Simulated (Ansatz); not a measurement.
H₄B, charge -1, singlet, at a GFN2-xTB geometry (a gas-phase anion, which may not be bound at this level). Base run: BLYP/pcseg-1 (Ansatz, an electronic-structure program).

Geometry (Å):
```xyz
5

B      0.0000     0.0000     0.0000
H     -0.7894    -0.8233    -0.4570
H      0.1623    -0.2103     1.1997
H     -0.4503     1.1320    -0.1602
H      1.0774    -0.0984    -0.5825
```
Charge -1, spin multiplicity 1.
All else is at Ansatz's defaults.

Each row names what was changed in the base input (with any setting that the change needs).

```
change              basis functions     E (Eh)
------------------  ---------------  ---------
base                             34  -27.21205
basis = STO-3G                    9  -26.79552
basis = 6-31G                    17  -27.19441
basis = 6-31G*                   23  -27.19948
basis = pc-1                     34  -27.21263
basis = 6-31G**                  35  -27.20242
basis = 6-311G**                 42  -27.22920
basis = 6-311++G**               50  -27.23284
basis = def2-TZVP                55  -27.23421
basis = pcseg-2                  86  -27.23775
basis = cc-pVTZ                  86  -27.23381
basis = def2-TZVPP               87  -27.23527
basis = def2-QZVP               177  -27.23963
```

Totals compare only among sets that treat the same electrons; sets with core potentials leave the core out.

A gas-phase anion may not be bound at this level; its values then depend on the basis.
